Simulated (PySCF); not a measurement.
PySCF input for C₄H₄F₂O₂, SMILES FC(F)=C1COCO1, TDA-PBE0/def2-SVPD. Geometry: B3LYP-D3(BJ)/def2-SVP. This is a generated structure with no PubChem entry under its InChIKey; it may be hypothetical. The values are those of a single conformer.

```python
import numpy as np
from pyscf import gto, scf, dft, tdscf

mol = gto.M(
    atom='''
    F     1.48633845   -1.79326639    0.61868931
    C     1.23904320   -0.54099680    0.28679134
    F     2.34246701    0.19870666    0.26676605
    C     0.04150519   -0.03006270    0.01131913
    C    -0.28847450    1.39170835   -0.39130008
    O    -1.70196583    1.40903446   -0.26900967
    C    -2.12038870    0.09757791   -0.49864289
    O    -1.12006314   -0.74848012    0.05792263
    H     0.03256981    1.60602675   -1.43060462
    H     0.14337537    2.15405710    0.27328736
    H    -2.21276972   -0.11855771   -1.58491013
    H    -3.07630392   -0.08428360    0.01282063
    ''',
    basis='def2-SVPD',
    charge=0,
    spin=0,
    max_memory=1600,
    verbose=4,
)
mf = dft.RKS(mol, xc='pbe0').density_fit(auxbasis='def2-universal-jkfit')
mf.grids.level = 3
mf.conv_tol = 1e-9
mf.max_cycle = 100
mf.kernel()
mf.grids = dft.Grids(mol).set(level=1).build(with_non0tab=True)  # coarser grid for the response kernel
td = tdscf.TDA(mf)
td.singlet = True
td.nstates = 6
td.conv_tol = 1e-4
td.positive_eig_threshold = 1e-6
td.kernel(x0=td.get_init_guess(mf, 11))
td.analyze()
tt = tdscf.TDA(mf)
tt.singlet = False
tt.nstates = 2
tt.conv_tol = 1e-4
tt.positive_eig_threshold = 1e-6
tt.kernel(x0=tt.get_init_guess(mf, 7))
tt.analyze(verbose=3)
```

Output:

```
PySCF version 2.14.0

[INPUT] verbose = 4
[INPUT] num. atoms = 12
[INPUT] num. electrons = 62
[INPUT] charge = 0
[INPUT] spin (= nelec alpha-beta = 2S) = 0
[INPUT] symmetry False subgroup None
[INPUT] Mole.unit = angstrom
[INPUT] Symbol           X                Y                Z      unit          X                Y                Z       unit  Magmom
[INPUT]  1 F      1.486338450000  -1.793266390000   0.618689310000 AA    2.808772598911  -3.388782345487   1.169153352096 Bohr   0.0
[INPUT]  2 C      1.239043200000  -0.540996800000   0.286791340000 AA    2.341452304505  -1.022335786266   0.541957087497 Bohr   0.0
[INPUT]  3 F      2.342467010000   0.198706660000   0.266766050000 AA    4.426621104729   0.375501166527   0.504114773832 Bohr   0.0
[INPUT]  4 C      0.041505190000  -0.030062700000   0.011319130000 AA    0.078433441848  -0.056810269565   0.021390055668 Bohr   0.0
[INPUT]  5 C     -0.288474500000   1.391708350000  -0.391300080000 AA   -0.545137798921   2.629947626770  -0.739449983720 Bohr   0.0
[INPUT]  6 O     -1.701965830000   1.409034460000  -0.269009670000 AA   -3.216249292068   2.662689229474  -0.508354601160 Bohr   0.0
[INPUT]  7 C     -2.120388700000   0.097577910000  -0.498642890000 AA   -4.006953920623   0.184395525707  -0.942298496062 Bohr   0.0
[INPUT]  8 O     -1.120063140000  -0.748480120000   0.057922630000 AA   -2.116612576820  -1.414422436482   0.109457907115 Bohr   0.0
[INPUT]  9 H      0.032569810000   1.606026750000  -1.430604620000 AA    0.061548020829   3.034950706225  -2.703450924337 Bohr   0.0
[INPUT] 10 H      0.143375370000   2.154057100000   0.273287360000 AA    0.270940182308   4.070577975675   0.516438263705 Bohr   0.0
[INPUT] 11 H     -2.212769720000  -0.118557710000  -1.584910130000 AA   -4.181528747531  -0.224041601856  -2.995046077749 Bohr   0.0
[INPUT] 12 H     -3.076303920000  -0.084283600000   0.012820630000 AA   -5.813371884726  -0.159272920792   0.024227479444 Bohr   0.0

nuclear repulsion = 392.602835266362
number of shells = 84
number of NR pGTOs = 292
number of NR cGTOs = 204
basis = def2-SVPD
ecp = {}


[settings echo left out]
init E= -505.374337007627
  HOMO = -0.232055365495309  LUMO = -0.00331478615771985  gap/eV = 6.22435
cycle= 1 E= -503.906743054039  delta_E= 1.47  |g|= 0.841  |ddm|= 5.02
  HOMO = -0.230847194763352  LUMO = -0.00777007476974489  gap/eV = 6.07024
cycle= 2 E= -503.725587844776  delta_E= 0.181  |g|=  1.3  |ddm|= 2.45
  HOMO = -0.244275933177981  LUMO = 0.0146855399886334  gap/eV = 7.04670
cycle= 3 E= -504.03172061498  delta_E= -0.306  |g|= 0.117  |ddm|=  1.6
  HOMO = -0.24428539454981  LUMO = 0.0162599836620361  gap/eV = 7.08980
cycle= 4 E= -504.033682223608  delta_E= -0.00196  |g|= 0.0678  |ddm|= 0.269
  HOMO = -0.247134286536731  LUMO = 0.0156963199688525  gap/eV = 7.15199
cycle= 5 E= -504.034585748948  delta_E= -0.000904  |g|= 0.0157  |ddm|= 0.0917
  HOMO = -0.246625748977896  LUMO = 0.015740381137757  gap/eV = 7.13935
cycle= 6 E= -504.03463298355  delta_E= -4.72e-05  |g|= 0.00512  |ddm|= 0.0279
  HOMO = -0.24667240553002  LUMO = 0.0157576358360734  gap/eV = 7.14109
cycle= 7 E= -504.034638687585  delta_E= -5.7e-06  |g|= 0.000703  |ddm|= 0.00695
  HOMO = -0.246661577631143  LUMO = 0.015766270824459  gap/eV = 7.14103
cycle= 8 E= -504.034638757578  delta_E= -7e-08  |g|= 0.000328  |ddm|= 0.00139
  HOMO = -0.246659050365388  LUMO = 0.015761576369794  gap/eV = 7.14083
cycle= 9 E= -504.034638778216  delta_E= -2.06e-08  |g|= 6.39e-05  |ddm|= 0.000454
  HOMO = -0.246666281819103  LUMO = 0.0157609948112958  gap/eV = 7.14101
cycle= 10 E= -504.034638779035  delta_E= -8.18e-10  |g|= 2.3e-05  |ddm|= 0.000124
  HOMO = -0.246663028404384  LUMO = 0.0157618126662733  gap/eV = 7.14094
Extra cycle  E= -504.034638778972  delta_E= 6.3e-11  |g|= 3.06e-05  |ddm|= 5.33e-05
converged SCF energy = -504.034638778972
tot grids = 51568
Overwritten attributes  positive_eig_threshold  of <class 'pyscf.tdscf.rks.TDA'>


******** <class 'pyscf.tdscf.rks.TDA'> for <class 'pyscf.df.df_jk.DFRKS'> ********
nstates = 6 singlet
deg_eia_thresh = 1.000e-03
wfnsym = None
conv_tol = 0.0001
eigh lindep = 1e-12
eigh level_shift = 0
eigh max_cycle = 100


Excitation energies (eV)
[5.95577162 6.57026676 6.71668618 7.17613922 7.30186867 7.49446942]

** Singlet excitation energies and oscillator strengths **
Excited State   1:      5.95577 eV    208.17 nm  f=0.0071
      31 -> 32        0.68336
Excited State   2:      6.57027 eV    188.70 nm  f=0.0038
      31 -> 33       -0.17597
      31 -> 34       -0.36794
      31 -> 35       -0.43125
      31 -> 36       -0.33192
      31 -> 37        0.12113
Excited State   3:      6.71669 eV    184.59 nm  f=0.0010
      31 -> 32       -0.13456
      31 -> 34        0.56953
      31 -> 35       -0.36766
Excited State   4:      7.17614 eV    172.77 nm  f=0.0237
      31 -> 33       -0.19213
      31 -> 34        0.14103
      31 -> 35        0.35859
      31 -> 36       -0.54227
Excited State   5:      7.30187 eV    169.80 nm  f=0.0934
      31 -> 33        0.40677
      31 -> 36       -0.15793
      31 -> 37        0.48007
      31 -> 38        0.15668
Excited State   6:      7.49447 eV    165.43 nm  f=0.0055
      31 -> 37       -0.21268
      31 -> 38        0.65875

** Transition electric dipole moments (AU) **
state          X           Y           Z        Dip. S.      Osc.
  1         0.0085     -0.0078      0.2196      0.0484      0.0071
  2         0.1323     -0.0640      0.0455      0.0237      0.0038
  3        -0.0722      0.0195      0.0136      0.0058      0.0010
  4         0.3143     -0.1849     -0.0451      0.1350      0.0237
  5        -0.6027      0.3398     -0.2076      0.5218      0.0934
  6        -0.0090      0.0861      0.1493      0.0298      0.0055

** Transition velocity dipole moments (imaginary part, AU) **
state          X           Y           Z        Dip. S.      Osc.
  1         0.0056     -0.0116     -0.0221      0.0007      0.0020
  2         0.0141     -0.0168      0.0067      0.0005      0.0015
  3        -0.0048     -0.0101     -0.0309      0.0011      0.0029
  4         0.0318     -0.0361     -0.0249      0.0029      0.0074
  5        -0.0577      0.0577     -0.0464      0.0088      0.0219
  6        -0.0003      0.0164      0.0206      0.0007      0.0017

** Transition magnetic dipole moments (imaginary part, AU) **
state          X           Y           Z
  1        -0.0304     -0.1806     -0.1349
  2        -0.4784      0.3204     -0.2637
  3        -0.4943      0.1869      0.0850
  4         0.2360      0.0606     -0.0712
  5        -0.0483      0.1857     -0.0142
  6        -0.1029     -0.4400      0.0338


******** <class 'pyscf.tdscf.rks.TDA'> for <class 'pyscf.df.df_jk.DFRKS'> ********
nstates = 2 triplet
deg_eia_thresh = 1.000e-03
wfnsym = None
conv_tol = 0.0001
eigh lindep = 1e-12
eigh level_shift = 0
eigh max_cycle = 100


Excitation energies (eV)
[4.23725113 5.73963255]

** Triplet excitation energies and oscillator strengths **
Excited State   1:      4.23725 eV    292.61 nm  f=0.0000
Excited State   2:      5.73963 eV    216.01 nm  f=0.0000
```

The run converged.

Cost: about 3 core-minutes (a rough figure).
